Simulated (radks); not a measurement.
Trend from Lu+ to Hg+: ionisation energy by Delta-SCF between NIST ground configurations, and size. Method: scalar-relativistic Kohn-Sham, r2SCAN, spin-polarised, spherical densities, finite nucleus; open shells are filled with parallel spins first (spin-orbit coupling, left out, can overturn this in heavy ions); meta-GGA in the generalised Kohn-Sham scheme; Fermi nuclear charge, rms radius of each element as measured or else 0.836 A^(1/3) + 0.57 fm; computed with a radial shooting solver on a logarithmic mesh with Libxc functionals.

species       configuration  configuration of the ion  IE (eV)  NIST (eV)       kind  r at 0.001 e/bohr^3 (bohr)
Lu+           [Xe] 4f14 6s2             [Xe] 4f14 6s1   13.694      14.13  semi-emp.                        4.66
Hf+       [Xe] 4f14 5d1 6s2             [Xe] 4f14 5d2   14.610      14.61     theory                        4.60
Ta+       [Xe] 4f14 5d3 6s1             [Xe] 4f14 5d3   15.675       16.2  semi-emp.                        4.33
W+        [Xe] 4f14 5d4 6s1             [Xe] 4f14 5d4   16.541       16.4  semi-emp.                        4.24
Re+       [Xe] 4f14 5d5 6s1             [Xe] 4f14 5d5   17.311       16.6  semi-emp.                        4.16
Os+       [Xe] 4f14 5d6 6s1             [Xe] 4f14 5d6   17.779         17  semi-emp.                        4.11
Ir+       [Xe] 4f14 5d7 6s1             [Xe] 4f14 5d7   18.163       17.0  semi-emp.                        4.05
Pt+           [Xe] 4f14 5d9             [Xe] 4f14 5d8   19.404       18.6       exp.                        3.82
Au+          [Xe] 4f14 5d10             [Xe] 4f14 5d9   21.161      20.20       exp.                        3.75
Hg+      [Xe] 4f14 5d10 6s1            [Xe] 4f14 5d10   19.091     18.757       exp.                        3.87

Reference values: NIST Atomic Spectra Database (exp. = measured, semi-emp. = semi-empirical, theory = theoretical value adopted there). Open shells are spherical and high-spin; term and fine-structure splittings are not resolved. Spin-orbit splitting is averaged out at the scalar-relativistic level.
